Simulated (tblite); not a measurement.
C5H11O2Si (doublet state).
Structure used (GFN2-xTB), in Å, numbered top down from 1:
```xyz
19
C5H11O2Si angstrom
Si     3.4797    0.9658   -0.2551
O      1.8874    0.8508    0.0205
C      1.1424   -0.2868    0.3682
C     -0.3184    0.1014    0.5386
C     -1.0034    0.5339   -0.7601
C     -2.4727    0.2721   -0.4377
O     -2.5061   -0.8208    0.4692
C     -1.2088   -1.0665    0.9782
H      3.9048    0.1631   -1.3948
H      4.2700    0.6961    0.9390
H      1.2439   -1.0498   -0.4144
H      1.5271   -0.7087    1.3056
H     -0.3769    0.9135    1.2692
H     -0.8087    1.5723   -1.0157
H     -0.6726   -0.1026   -1.5825
H     -3.0654    0.0060   -1.3168
H     -2.9307    1.1482    0.0423
H     -0.8309   -2.0121    0.5615
H     -1.2706   -1.1667    2.0656
```

Computed with GFN2-xTB (tblite): harmonic, unscaled wavenumbers at the GFN2-xTB geometry, gas phase. Errors from tens to a few hundred cm⁻¹ against measured bands are possible. Modes of hydrogen on silicon can be 10 to 20 % off. One conformer, not necessarily the lowest. Open shells enter through the occupations alone, without spin polarisation, and single modes of such species can be off by tens of per cent. The optimisation stopped once no atom felt more than 0.01 eV/Å.

Lowest wavenumbers of the output (negative numbers stand for imaginary wavenumbers):
```
mode    cm-1
  1     -44.4
  2      17.9
  3      72.2
  4     100.3
  5     148.9
  6     172.7
  7     231.2
  8     333.1
  9     426.2
 10     573.3
 11     588.3
 12     632.5
 13     667.8
 14     783.7
 15     831.7
```

**Question.** Is this structure a minimum?

**Answer.** Not by this Hessian. 1 mode is imaginary beyond 20i (44i cm⁻¹), so at this level the point lies at or near a first-order saddle. The curvature is small, so loose convergence or finite differences may be the whole cause.

**Question.** Which atoms move in the imaginary mode?

**Answer.** 44i: O7 (oxygen bonded to 2 C) 52 %, C8 (carbon bonded to C, O and 2 H) 11 %. These are shares of the mass-weighted motion.

**Question.** What is the remedy?

**Answer.** Step along that mode in both directions, optimise again with tighter thresholds and repeat the frequencies. The zero-point energy of this point (94.8 kcal/mol) counts the 50 real modes alone, and thermal corrections from it aren't those of a minimum.
